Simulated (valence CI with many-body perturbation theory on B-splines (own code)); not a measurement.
Results of a calculation; reference values are marked as such.
## From CI to CI+MBPT in Te²⁰⁺

Method: valence CI with perturbative core correlation (CI+MBPT): four valence electrons over a frozen Dirac-Fock core [Ar] 3d10, a basis of 11 s, 11 p, 9 d, 7 f, 5 g, 2 h, 1 i functions for each j, with the one-electron correlation potential Σ1 (screened to all orders), the two-electron term Σ2, the three-electron term Σ3, Breit, model QED; selected single and double excitations, second order for the rest (own B-spline code, finite nucleus).

No measured levels were compared; by estimate levels hold to about 250 cm⁻¹ or 0.2 % of their energy and the worst to 1 %, as in measured heavy ions of charge 2 to 7; those with d or f electrons hold less well.

Each rung adds one term. CI alone is the Dirac-Coulomb CI over the frozen core; QED comes last and gives the full result, which names the levels. Energies are above (4s^2 4p1/2^2) J=0 on the same rung, in cm⁻¹.

Levels are named by their leading jj configuration (3d3/2^4 stands for four electrons in 3d with j = 3/2), which in mixed levels can hold well under half, so a name can repeat and another be missing. Letters in brackets count levels of one name in rising energy.

| Level | CI alone | + Σ1 | + Σ2 | + Σ3 | + Breit | Full |
| --- | --- | --- | --- | --- | --- | --- |
| (4s^2 4p1/2 4p3/2) J=1 | 88320 | 89103 | 89720 | 89778 | 88338 | 88532 |
| (4s^2 4p1/2 4p3/2) J=2 | 106939 | 107756 | 108056 | 108074 | 106526 | 106739 |
| (4s^2 4p3/2^2) J=2 | 209683 | 211295 | 212020 | 212053 | 209087 | 209483 |
| (4s^2 4p3/2^2) J=0 | 255106 | 256744 | 256611 | 256504 | 253639 | 254000 |
| (4s 4p1/2^2 4p3/2) J=2 | 441642 | 442642 | 445943 | 446175 | 445725 | 443939 |
| (4s 4p1/2^2 4p3/2) J=1 | 513403 | 514414 | 514849 | 514956 | 514538 | 512807 |
| (4s 4p1/2 4p3/2^2) J=2 [a] | 539702 | 541173 | 543643 | 543835 | 542462 | 540852 |
| (4s 4p1/2 4p3/2^2) J=3 | 569181 | 570806 | 572966 | 573147 | 571379 | 569809 |
| (4s 4p1/2 4p3/2^2) J=0 | 609088 | 610755 | 611658 | 611711 | 610158 | 608554 |
| (4s 4p1/2 4p3/2^2) J=1 [a] | 622362 | 624119 | 624378 | 624453 | 622688 | 621123 |
| (4s 4p1/2 4p3/2^2) J=2 [b] | 628745 | 630399 | 630415 | 630545 | 628647 | 627226 |
| (4s 4p1/2 4p3/2^2) J=1 [b] | 678548 | 680175 | 673351 | 673302 | 671970 | 670288 |
| (4s 4p3/2^3) J=2 | 705512 | 707557 | 708542 | 708692 | 705686 | 704579 |
| (4s^2 4p1/2 4d3/2) J=2 | 741241 | 742269 | 741185 | 741325 | 738709 | 738423 |
| (4s^2 4p1/2 4d5/2) J=3 | 779035 | 780135 | 779525 | 779687 | 776296 | 776333 |
| (4s 4p3/2^3) J=1 | 790127 | 792425 | 787093 | 787055 | 784171 | 782855 |
| (4s^2 4p1/2 4d5/2) J=2 | 806448 | 807530 | 802430 | 802459 | 799459 | 799328 |
| (4s^2 4p1/2 4d3/2) J=1 | 815551 | 816544 | 810132 | 810086 | 807551 | 807345 |
| (4s^2 4p3/2 4d5/2) J=4 | 856023 | 857809 | 858513 | 858732 | 853969 | 854174 |
| (4s^2 4p3/2 4d3/2) J=2 | 884447 | 886103 | 881402 | 881455 | 877505 | 877501 |
| (4s^2 4p3/2 4d3/2) J=0 | 894021 | 895639 | 891677 | 891732 | 887844 | 887916 |
| (4s^2 4p3/2 4d3/2) J=3 | 902450 | 904077 | 898690 | 898697 | 894555 | 894649 |
| (4s^2 4p3/2 4d3/2) J=1 | 903391 | 905093 | 900261 | 900287 | 896265 | 896291 |
| (4s^2 4p3/2 4d5/2) J=2 | 917085 | 918950 | 913797 | 913815 | 909404 | 909452 |
| (4s^2 4p3/2 4d5/2) J=3 | 963298 | 965095 | 958488 | 958332 | 953867 | 954044 |
| (4s^2 4p3/2 4d5/2) J=1 | 977371 | 979268 | 973307 | 973057 | 968667 | 968759 |
| (4p1/2^2 4p3/2^2) J=2 | 1007870 | 1009510 | 1008650 | 1008880 | 1008360 | 1004960 |
| (4p1/2^2 4p3/2^2) J=0 | 1057140 | 1058960 | 1056480 | 1056590 | 1056000 | 1052560 |
| (4s 4p1/2^2 4d3/2) J=1 | 1075460 | 1076400 | 1079490 | 1079870 | 1078440 | 1076370 |
| (4s 4p1/2^2 4d3/2) J=2 | 1088290 | 1089320 | 1092070 | 1092430 | 1090780 | 1088730 |
| (4p1/2 4p3/2^3) J=1 | 1104750 | 1107060 | 1107410 | 1107690 | 1105690 | 1102620 |

How does the ionisation energy move along the ladder, and which term matters most?

CI alone 599.78, + Σ1 601.16, + Σ2 601.12, + Σ3 601.02, + Breit 600.55, + QED 600.58 eV. The largest step is Σ1, 1.38 eV. NIST lists 599 ± 4 eV (theoretical).
